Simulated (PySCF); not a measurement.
C3H7F3N2OSi.
Atom-mapped SMILES: `[NH2:1][SiH2:2][N:3]([CH:4]=[O:5])[CH2:6][C:7]([F:8])([F:9])[F:10]` (hydrogens: H11, H12 on N1; H13, H14 on Si2; H15 on C4; H16, H17 on C6)

Theory: PBE0-D3(BJ)/def2-SVP geometry optimisation, gas phase (PySCF).

Question: What internal coordinates does the optimisation give?

Answer: 
```tsv
bond	length (Å)
N1–Si2	1.711
Si2–N3	1.811
N3–C4	1.364
C4=O5	1.212
N3–C6	1.435
C6–C7	1.516
C7–F8, C7–F9, C7–F10	1.335
N1–H11, N1–H12	1.014
Si2–H13, Si2–H14	1.486
C4–H15	1.117
C6–H16, C6–H17	1.101
```

Bonds in one row agree within 0.01 Å and their mean is given. A selection of angles:
```tsv
angle	degrees
N1–Si2–N3	115.3
Si2–N3–C4	114.5
Si2–N3–C6	125.0
C4–N3–C6	120.1
N3–C4–O5	122.8
N3–C6–C7	112.3
C6–C7–F8	111.1
F8–C7–F9	107.6
H11–N1–Si2	117.3
H12–N1–Si2	120.2
```

Dihedral angles: N1–Si2–N3–C4 -58° (synclinal); Si2–N3–C4–O5 2° (synperiplanar); Si2–N3–C6–C7 82° (synclinal); N3–C6–C7–F8 -59° (synclinal). The mirror-image conformer, all signs reversed, is as good.

N3 (amide nitrogen) is planar (angles 125.0°, 120.1° and 114.5°, sum 359.6°, 0.05 Å off the plane of its three neighbours). Si2 (SiH2 silicon) is distorted tetrahedral (angles from 102.4° to 115.3°). The C–N distances run from 1.364 Å (N3–C4, drawn single) to 1.435 Å (N3–C6, drawn single), a spread of 0.071 Å. Of the pairs four or more bonds apart, Si2···F8 is among the closest relative to their van der Waals radii: 3.26 Å, 91 % of the sum of Bondi's values. All 3 C–F bonds measure 1.334 to 1.336 Å. The N–Si distances run from 1.711 Å (N1–Si2, drawn single) to 1.811 Å (Si2–N3, drawn single), a spread of 0.100 Å. N1 (silicon-bound nitrogen) has angles 120.2°, 117.3° and 111.5°, sum 349.0°, 0.23 Å off the plane of its three neighbours.

Point group: C1 (no symmetry element, even within 0.4 Å). Not checked by PBE0-D3(BJ)/def2-SVP frequencies. The numbers are those of one conformer (H–N1–Si2–N3 64° and -77°, N1–Si2–N3–C4 -58°, Si2–N3–C4–O5 2°, Si2–N3–C6–C7 82°).
